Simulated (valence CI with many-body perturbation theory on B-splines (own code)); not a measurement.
E1 line list for Ge27+

Method: valence CI with perturbative core correlation (CI+MBPT): three valence electrons over a frozen Dirac-Fock core [He], a basis of 11 s, 11 p, 10 d, 8 f, 5 g, 2 h functions for each j, with the one-electron correlation potential Σ1 (screened to all orders), the two-electron term Σ2, the three-electron term Σ3, Breit, model QED; selected single and double excitations, second order for the rest, scaled by the run's own slope (own B-spline code, finite nucleus).

No measured spectrum was set against this ion. As an estimate, large intervals hold to a few tenths of a per cent, small ones and those within an open d or f shell to about a per cent.

Lines 151 to 200 of 581 in falling wavelength, among levels below 173.75 Ry, chosen from the strongest by gf and those to the six lowest levels. Wavelengths and rates use the calculated energies. Electric multipoles are in the length gauge, E1 and E2 with the static RPA response of the core. Weak lines are less certain than strong ones. Lines between different terms over intervals too small for the method are left out, as are lines whose strength nearly cancels. Where a level lies close to another of its J and parity, the split of strength between their lines is uncertain. The highest levels of a list are the least certain.

Levels are named by their leading jj configuration (3d3/2^4 stands for four electrons in 3d with j = 3/2), which in mixed levels can hold well under half, so a name can repeat and another be missing. Letters in brackets count levels of one name in rising energy.

```
λ vac (nm)                       Upper                       Lower   A (s⁻¹)  S (a.u.) with core polarisation  S without
     9.142  (2s 2p3/2 4d5/2) J=3/2 [b]          (2s^2 4d5/2) J=5/2  4.25e+10                         6.41e-02   6.43e-02
     9.141  (2s 2p3/2 3d3/2) J=3/2 [b]          (2s^2 3d3/2) J=3/2  3.65e+10                         5.51e-02   5.53e-02
     9.096  (2s 2p3/2 3d5/2) J=5/2 [b]          (2s^2 3d5/2) J=5/2  3.84e+10                         8.57e-02   8.59e-02
     9.083  (2s 2p1/2 2p3/2) J=3/2 [b]          (2s^2 2p1/2) J=1/2  2.62e+10                         3.88e-02   3.89e-02
     9.063  (2s 2p3/2 3p3/2) J=3/2 [b]          (2s^2 3p3/2) J=3/2  3.64e+10                         5.35e-02   5.37e-02
     9.033  (2s 2p3/2 3p1/2) J=3/2 [b]          (2s^2 3p1/2) J=1/2  3.29e+10                         4.79e-02   4.81e-02
     9.008       (2p3/2^2 3p3/2) J=7/2      (2s 2p3/2 3p3/2) J=7/2  1.40e+10                         4.04e-02   4.05e-02
     8.983       (2p3/2^2 3d5/2) J=9/2      (2s 2p3/2 3d5/2) J=9/2  1.21e+10                         4.32e-02   4.33e-02
     8.843  (2s 2p3/2 3d5/2) J=3/2 [b]          (2s^2 3d5/2) J=5/2  4.33e+10                         5.91e-02   5.93e-02
     8.434       (2p1/2 2p3/2^2) J=1/2  (2s 2p1/2 2p3/2) J=3/2 [b]  5.38e+10                         3.18e-02   3.19e-02
     8.357      (2s 2p1/2 2p3/2) J=1/2          (2s^2 2p1/2) J=1/2  6.60e+10                         3.80e-02   3.82e-02
     8.217          (2s 2p3/2^2) J=1/2          (2s^2 2p3/2) J=3/2  5.61e+10                         3.07e-02   3.08e-02
     8.136          (2s 2p3/2^2) J=3/2          (2s^2 2p3/2) J=3/2  7.83e+10                         8.32e-02   8.35e-02
     8.113       (2p1/2^2 2p3/2) J=3/2          (2s 2p1/2^2) J=1/2  2.02e+10                         2.13e-02   2.14e-02
     7.919       (2p1/2 2p3/2^2) J=5/2      (2s 2p1/2 2p3/2) J=5/2  1.07e+10                         1.57e-02   1.57e-02
     7.727       (2p1/2 2p3/2^2) J=3/2  (2s 2p1/2 2p3/2) J=3/2 [a]  1.59e+10                         1.45e-02   1.45e-02
     7.219             (2p3/2^3) J=3/2  (2s 2p1/2 2p3/2) J=3/2 [b]  6.80e+09                         5.05e-03   5.07e-03
     6.564          (2s 2p3/2^2) J=3/2          (2s^2 2p1/2) J=1/2  7.50e+09                         4.19e-03   4.20e-03
     2.523      (2s 2p1/2 4f7/2) J=9/2  (2s 2p3/2 3d5/2) J=7/2 [b]  1.88e+11                         1.49e-02   1.49e-02
     2.498      (2s 2p1/2 4f7/2) J=5/2  (2s 2p3/2 3d5/2) J=3/2 [a]  2.71e+11                         1.25e-02   1.25e-02
     2.453  (2s 2p3/2 4f7/2) J=9/2 [b]   (2p1/2 2p3/2 3p3/2) J=7/2  1.53e+11                         1.12e-02   1.12e-02
     2.443      (2s 2p1/2 4f7/2) J=9/2  (2s 2p3/2 3d5/2) J=7/2 [a]  2.16e+11                         1.55e-02   1.55e-02
     2.404  (2s 2p3/2 4f5/2) J=7/2 [b]   (2p1/2 2p3/2 3p1/2) J=5/2  1.82e+11                         1.00e-02   1.00e-02
     2.396  (2s 2p1/2 4f5/2) J=5/2 [a]     (2s 2p3/2 3s) J=3/2 [c]  3.21e+11                         1.31e-02   1.31e-02
     2.393  (2s 2p1/2 4f7/2) J=7/2 [a]  (2s 2p1/2 3d5/2) J=5/2 [b]  6.10e+11                         3.30e-02   3.30e-02
     2.391  (2s 2p3/2 4f5/2) J=3/2 [a]      (2s 2p3/2 3d5/2) J=1/2  4.51e+11                         1.22e-02   1.22e-02
     2.388  (2s 2p3/2 4p3/2) J=5/2 [b]  (2s 2p3/2 3d5/2) J=7/2 [c]  2.43e+11                         9.79e-03   9.79e-03
     2.385      (2s 2p1/2 4p3/2) J=5/2      (2s 2p1/2 3d5/2) J=7/2  2.24e+11                         8.98e-03   8.98e-03
     2.383      (2s 2p3/2 4f7/2) J=3/2      (2s 2p3/2 3d5/2) J=1/2  5.29e+12                         1.41e-01   1.41e-01
     2.380  (2s 2p1/2 4f5/2) J=5/2 [a]     (2s 2p3/2 3s) J=3/2 [b]  4.43e+11                         1.77e-02   1.77e-02
     2.376  (2s 2p3/2 4f7/2) J=7/2 [a]  (2s 2p3/2 3d5/2) J=7/2 [b]  1.07e+12                         5.69e-02   5.69e-02
     2.374      (2s 2p3/2 4f5/2) J=9/2  (2s 2p3/2 3d5/2) J=7/2 [b]  7.95e+12                         5.24e-01   5.25e-01
     2.368      (2s 2p3/2 4p3/2) J=7/2      (2s 2p3/2 3d5/2) J=9/2  2.10e+11                         1.10e-02   1.10e-02
     2.362      (2s 2p1/2 4f5/2) J=7/2  (2s 2p1/2 3d5/2) J=5/2 [b]  1.10e+12                         5.75e-02   5.75e-02
     2.362     (2s 2p3/2 4s) J=3/2 [a]  (2s 2p3/2 3p3/2) J=5/2 [a]  5.57e+11                         1.45e-02   1.45e-02
     2.361  (2s 2p1/2 4f5/2) J=5/2 [b]  (2s 2p1/2 3d5/2) J=5/2 [b]  3.88e+11                         1.51e-02   1.51e-02
     2.359  (2s 2p3/2 4f5/2) J=5/2 [a]  (2s 2p3/2 3d5/2) J=3/2 [a]  7.80e+11                         3.03e-02   3.03e-02
     2.357      (2s 2p1/2 4f7/2) J=5/2     (2s 2p3/2 3s) J=3/2 [c]  2.94e+12                         1.14e-01   1.14e-01
     2.357      (2s 2p1/2 4f7/2) J=5/2  (2s 2p1/2 3d5/2) J=5/2 [b]  3.10e+11                         1.20e-02   1.20e-02
     2.356  (2s 2p1/2 4f7/2) J=7/2 [b]  (2s 2p1/2 3d5/2) J=5/2 [b]  6.28e+12                         3.24e-01   3.24e-01
     2.353     (2s 2p1/2 4s) J=1/2 [b]  (2s 2p1/2 3p3/2) J=3/2 [b]  7.27e+11                         9.35e-03   9.34e-03
     2.353  (2s 2p3/2 4f7/2) J=5/2 [a]  (2s 2p3/2 3d5/2) J=3/2 [a]  5.02e+12                         1.94e-01   1.94e-01
     2.353     (2s 2p1/2 4s) J=1/2 [a]  (2s 2p1/2 3p3/2) J=3/2 [a]  9.89e+11                         1.27e-02   1.27e-02
     2.351  (2s 2p1/2 4f5/2) J=5/2 [a]  (2s 2p1/2 3d3/2) J=3/2 [b]  5.89e+11                         2.27e-02   2.27e-02
     2.350          (2p1/2^2 4s) J=1/2       (2p1/2^2 3p3/2) J=3/2  8.15e+11                         1.04e-02   1.04e-02
     2.349      (2s 2p3/2 4f7/2) J=3/2  (2s 2p3/2 3d5/2) J=3/2 [a]  2.25e+12                         5.76e-02   5.76e-02
     2.347  (2s 2p3/2 4f5/2) J=3/2 [b]  (2s 2p3/2 3d5/2) J=3/2 [b]  1.00e+12                         2.55e-02   2.55e-02
     2.345         (2s 2p1/2 4s) J=3/2      (2s 2p1/2 3p3/2) J=5/2  8.05e+11                         2.05e-02   2.05e-02
     2.345  (2s 2p3/2 4f7/2) J=5/2 [b]  (2s 2p3/2 3d5/2) J=3/2 [b]  6.82e+12                         2.60e-01   2.60e-01
     2.342      (2s 2p1/2 4f7/2) J=5/2     (2s 2p3/2 3s) J=3/2 [b]  3.84e+12                         1.46e-01   1.46e-01
```
